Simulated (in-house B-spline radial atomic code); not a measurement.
## One electron outside the 1s2 core: Sr35+

Computed with an all-electron radial atomic-structure program (B-spline basis), no-pair Dirac-Coulomb Hamiltonian, finite nucleus. Rungs: frozen-core Dirac-Hartree-Fock (DHF); Brueckner orbitals from the second-order correlation potential; the same with the Coulomb interaction screened by the core and the hole-particle interaction summed; Breit and QED terms from differences of relaxed Dirac-Fock atoms, where computed. Partial waves beyond l = 6 are extrapolated. The tables show a selection of states; those near core-excited levels, with erratic corrections or far from their DHF start are never shown.

Command:
```bash
python run_mb.py task.json out
```
Settings (nuclear radius in fm, box in bohr, cutoff in hartree):
```
basis_form          2
Z                   38
core_configuration  1s2
rms_radius          4.224
mass_number         88
speed_of_light      137.036
box_radius          5.867
lmax                6
intervals           60
virtual_cutoff      2888.0
```

Time taken, with all properties: 8.2 s on 1 thread of AMD EPYC 7R43 64-Core Processor, on a shared host.

Removal energies (eV):

```tsv
state	DHF	second order	screened	Breit + QED	final
2s1/2	4615.85	4616.01	4616.01	-3.64	4612.37
2p1/2	4539.49	4539.87	4539.88	-3.58	4536.29
2p3/2	4455.71	4456.04	4456.04	-1.64	4454.4
3s1/2	2024.99	2025.03	2025.03	-1.07	2023.96
3p1/2	2003.79	2003.88	2003.88	-1	2002.88
3p3/2	1978.97	1979.06	1979.06	-0.458	1978.6
3d3/2	1970.95	?	?	?	?
3d5/2	1963.32	1963.36	1963.36	-0.0243	1963.34
4s1/2	1130.75	1130.77	1130.77	-	-
4p1/2	1122.03	1122.06	1122.06	-	-
4p3/2	1111.59	1111.62	1111.62	-	-
4d3/2	1108.25	1108.27	1108.27	-0.0192	1108.25
4d5/2	1105.03	1105.05	1105.05	-0.0122	1105.03
4f5/2	1104.85	?	?	?	?
```

Q: What does correlation do to 4f5/2?

A: It adds 0.003428 eV to the removal energy in second order and 0.003464 eV with screening, giving 1104.85 eV before Breit and QED terms, which weren't computed for this state.

Q: What does correlation do to 3d3/2?

A: It adds 0.037 eV to the removal energy in second order and 0.03742 eV with screening; Breit and QED add -0.0327 eV, for a final 1970.95 eV.

Q: How does the lowest state compare with the NIST ionisation energy?

A: 2s1/2 is bound by 4612.370 eV, without recoil; NIST lists 4612.397 ± 0.011 eV (tabulated theory), a difference of -0.027 eV.

Electric-dipole lines from 2s1/2 (reduced matrix elements in atomic units, length form, static core polarisation, sign of DHF taken positive):

```
upper     DHF  + core polarisation  + Brueckner  λ (nm)   A (s⁻¹)
2p1/2  0.1134               0.1132       0.1132  16.297     3e+09
2p3/2  0.1632                0.163        0.163  7.8488  2.78e+10
```

Magnetic hyperfine constants per unit nuclear g factor (MHz, nucleus as a uniformly magnetised ball; they apply to isotopes with nuclear spin):

| state | DHF | + core polarisation | + Brueckner |
| --- | --- | --- | --- |
| 2s1/2 | 1.864e+06 | 1.899e+06 | 1.899e+06 |
| 2p1/2 | 598100 | 607000 | 607100 |
| 2p3/2 | 105100 | 98070 | 98090 |
| 3s1/2 | 546600 | 555900 | 555900 |
| 3p1/2 | 177600 | 179600 | 179600 |
| 3p3/2 | 31290 | 29740 | 29740 |
